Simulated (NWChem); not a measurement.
System: CH$_{4}$ClGaO; SMILES [O](C)[GaH][Cl]

Here is an NWChem input.

```
start job
memory heap 200 mb stack 900 mb global 1100 mb
geometry units angstroms noautoz
  Ga    -0.423477     0.024590    -0.000659
  H     -1.948288    -0.262301    -0.003196
  Cl     0.392782     1.999768    -0.002248
  O      0.816007    -1.241063     0.004741
  C      0.562898    -2.616423     0.003535
  H      1.009807    -3.087177    -0.889968
  H      1.019770    -3.089727     0.890558
  H     -0.514900    -2.872454     0.009216
end
basis spherical
  Ga library 6-31g*
  H library 6-31g*
  Cl library 6-31g*
  O library 6-31g*
  C library 6-31g*
end
dft
  xc xpbe96 cpbe96
  iterations 150
  vectors input atomic output neutral.movecs
end
task dft energy
charge 1
dft
  odft
  mult 2
  vectors input atomic output cation.movecs
end
task dft energy
```

NWChem printed, in part:

```
             Northwest Computational Chemistry Package (NWChem) 7.3.0
             --------------------------------------------------------

 C1  symmetry detected

                             Geometry "geometry" -> ""
                             -------------------------

 Output coordinates in angstroms (scale by  1.889725989 to convert to a.u.)

  No.       Tag          Charge          X              Y              Z
 ---- ---------------- ---------- -------------- -------------- --------------
    1 Ga                  31.0000    -0.46731294     0.05065423     0.00015470
    2 H                    1.0000    -2.00451975    -0.15995602     0.00009823
    3 Cl                  17.0000     0.44627933     1.98274077    -0.00027357
    4 O                    8.0000     0.70762066    -1.27514987     0.00149064
    5 C                    6.0000     0.38634058    -2.63619838    -0.00111751
    6 H                    1.0000     0.80763390    -3.12731681    -0.89610311
    7 H                    1.0000     0.82068646    -3.13295618     0.88439582
    8 H                    1.0000    -0.70285695    -2.83825587     0.00624408

 Effective nuclear repulsion energy (a.u.)     343.3025009135

  pbe96 is a nonlocal functional; adding pw91lda local functional.

                                 NWChem DFT Module
                                 -----------------

 Summary of "ao basis" -> "ao basis" (spherical)
 ------------------------------------------------------------------------------
       Tag                 Description            Shells   Functions and Types
 ---------------- ------------------------------  ------  ---------------------
 Ga                          6-31g*                 12       32   5s4p3d
 H                           6-31g*                  2        2   2s
 Cl                          6-31g*                  8       18   4s3p1d
 O                           6-31g*                  6       14   3s2p1d
 C                           6-31g*                  6       14   3s2p1d

            General Information
            -------------------
          SCF calculation type: DFT
          Wavefunction type:  closed shell.
          No. of atoms     :     8
          No. of electrons :    66
           Alpha electrons :    33
            Beta electrons :    33
          Charge           :     0
          Spin multiplicity:     1
          Use of symmetry is: off; symmetry adaption is: off
          Maximum number of iterations: 150
          AO basis - number of functions:    86
                     number of shells:    40
          Convergence on energy requested:  1.00D-06
          Convergence on density requested:  1.00D-05
          Convergence on gradient requested:  5.00D-04

              XC Information
              --------------
          PerdewBurkeErnzerhof Exchange Functional  1.000
            Perdew 1991 LDA Correlation Functional  1.000 local
           PerdewBurkeErnz. Correlation Functional  1.000 non-local

             Grid Information
             ----------------
          Grid used for XC integration:  medium
          Radial quadrature: Mura-Knowles
          Angular quadrature: Lebedev.
          Tag              B.-S. Rad. Rad. Pts. Rad. Cut. Ang. Pts.
          ---              ---------- --------- --------- ---------
          Ga                  1.30      112          10.0       590
          H                   0.35       45          12.0       434
          Cl                  1.00       88          12.0       590
          O                   0.60       49           9.0       434
          C                   0.70       49          12.0       434
          Grid pruning is: on
          Number of quadrature shells:   478
          Spatial weights used:  Erf1

      Superposition of Atomic Density Guess
      -------------------------------------

 Sum of atomic energies:       -2496.80351757

      Non-variational initial energy
      ------------------------------

 Total energy =   -2498.023542
 1-e energy   =   -4158.872695
 2-e energy   =    1317.546652
 HOMO         =      -0.370856
 LUMO         =       0.008294

   convergence    iter        energy       DeltaE   RMS-Dens  Diis-err
 ---------------- ----- ----------------- --------- --------- ---------
 d= 0,ls=0.0,diis     1  -2499.8205547780 -2.84D+03  3.03D-02  8.04D-01
 d= 0,ls=0.0,diis     2  -2499.1742696470  6.46D-01  2.20D-02  6.36D+00
 d= 0,ls=0.0,diis     3  -2499.9027473498 -7.28D-01  6.27D-03  1.88D-01
 d= 0,ls=0.0,diis     4  -2499.9185459855 -1.58D-02  2.76D-03  5.11D-02
 d= 0,ls=0.0,diis     5  -2499.9259053923 -7.36D-03  4.96D-04  2.79D-03
  Resetting Diis
 d= 0,ls=0.0,diis     6  -2499.9261730567 -2.68D-04  1.14D-04  2.07D-04
 d= 0,ls=0.0,diis     7  -2499.9261872424 -1.42D-05  1.03D-04  1.22D-05
 d= 0,ls=0.0,diis     8  -2499.9261827508  4.49D-06  6.39D-05  5.85D-05
 d= 0,ls=0.0,diis     9  -2499.9261885893 -5.84D-06  1.44D-05  2.23D-06
 d= 0,ls=0.0,diis    10  -2499.9261888255 -2.36D-07  2.53D-06  1.63D-07

         Total DFT energy =    -2499.926188825516
      One electron energy =    -4159.558715644795
           Coulomb energy =     1434.504584005342
    Exchange-Corr. energy =     -118.174558099587
 Nuclear repulsion energy =      343.302500913523

 Numeric. integr. density =       66.000001880567

                       DFT Final Molecular Orbital Analysis
                       ------------------------------------

 Vector   31  Occ=2.000000D+00  E=-2.768217D-01
              MO Center=  3.9D-01,  1.6D+00,  3.3D-05, r^2= 2.5D+00
   Bfn.  Coefficient  Atom+Function         Bfn.  Coefficient  Atom+Function
  ----- ------------  ---------------      ----- ------------  ---------------
    41      0.636074  3 Cl px                45      0.337770  3 Cl px
    42     -0.251412  3 Cl py                37     -0.249854  3 Cl px
    46     -0.138933  3 Cl py                55     -0.127051  4 O  px
    58     -0.105110  4 O  s                 10     -0.102225  1 Ga s
    38      0.098634  3 Cl py                59     -0.095541  4 O  px

 Vector   32  Occ=2.000000D+00  E=-2.519561D-01
              MO Center=  2.8D-01, -1.3D+00,  2.9D-03, r^2= 2.9D+00
   Bfn.  Coefficient  Atom+Function         Bfn.  Coefficient  Atom+Function
  ----- ------------  ---------------      ----- ------------  ---------------
    55      0.510678  4 O  px                59      0.352827  4 O  px
    86      0.216721  8 H  s                 69     -0.185306  5 C  px
    85      0.167792  8 H  s                 34      0.164409  2 H  s
    41      0.164181  3 Cl px                11     -0.146062  1 Ga px
    58      0.145707  4 O  s                 12      0.142170  1 Ga py

 Vector   33  Occ=2.000000D+00  E=-2.411139D-01
              MO Center=  6.1D-01, -1.4D+00, -1.9D-03, r^2= 2.4D+00
   Bfn.  Coefficient  Atom+Function         Bfn.  Coefficient  Atom+Function
  ----- ------------  ---------------      ----- ------------  ---------------
    57      0.536859  4 O  pz                61      0.396294  4 O  pz
    71     -0.194730  5 C  pz                82      0.188365  6 H  s
    43     -0.186143  3 Cl pz                84     -0.186109  7 H  s
    13      0.178935  1 Ga pz                81      0.151717  6 H  s
    83     -0.149894  7 H  s                 47     -0.119234  3 Cl pz

 Vector   34  Occ=0.000000D+00  E=-6.819828D-02
              MO Center= -4.5D-01,  3.7D-02, -2.1D-03, r^2= 3.8D+00
   Bfn.  Coefficient  Atom+Function         Bfn.  Coefficient  Atom+Function
  ----- ------------  ---------------      ----- ------------  ---------------
    13      0.743362  1 Ga pz                17      0.391780  1 Ga pz
    57     -0.234566  4 O  pz                 9     -0.217094  1 Ga pz
    43     -0.217662  3 Cl pz                61     -0.215126  4 O  pz
    47     -0.206368  3 Cl pz                39      0.082378  3 Cl pz
     5      0.064418  1 Ga pz                82     -0.056202  6 H  s

 Vector   35  Occ=0.000000D+00  E=-5.027761D-02
              MO Center= -3.0D-01,  2.5D-01,  1.7D-03, r^2= 4.2D+00
   Bfn.  Coefficient  Atom+Function         Bfn.  Coefficient  Atom+Function
  ----- ------------  ---------------      ----- ------------  ---------------
    10      0.872097  1 Ga s                 14     -0.547196  1 Ga s
    34      0.538014  2 H  s                 58      0.394661  4 O  s
    44      0.365662  3 Cl s                 46     -0.350631  3 Cl py
    42     -0.310081  3 Cl py                15     -0.235171  1 Ga px
     6     -0.229791  1 Ga s                 40      0.196011  3 Cl s

 Vector   36  Occ=0.000000D+00  E= 6.542605D-03
              MO Center= -7.0D-01, -6.3D-01,  6.5D-04, r^2= 6.8D+00
   Bfn.  Coefficient  Atom+Function         Bfn.  Coefficient  Atom+Function
  ----- ------------  ---------------      ----- ------------  ---------------
    16      1.008557  1 Ga py                72      0.664926  5 C  s
    44     -0.456203  3 Cl s                 12      0.372298  1 Ga py
    58      0.319453  4 O  s                 86     -0.257946  8 H  s
    14     -0.211055  1 Ga s                 45      0.190259  3 Cl px
    73     -0.183568  5 C  px                10     -0.180758  1 Ga s

     Multipole analysis of the density
     ---------------------------------

     L   x y z        total         alpha         beta         nuclear
     -   - - -        -----         -----         ----         -------
     0   0 0 0     -0.000000    -33.000000    -33.000000     66.000000

     1   1 0 0     -0.663944     -0.331972     -0.331972      0.000000
     1   0 1 0     -0.856629     -0.428315     -0.428315      0.000000
     1   0 0 1     -0.001278     -0.000639     -0.000639      0.000000

[...]
```

Level: PBE/6-31G* (spherical d), vertical spin-unrestricted ions. Coordinates come from a PBE0/def2-SVP optimisation.
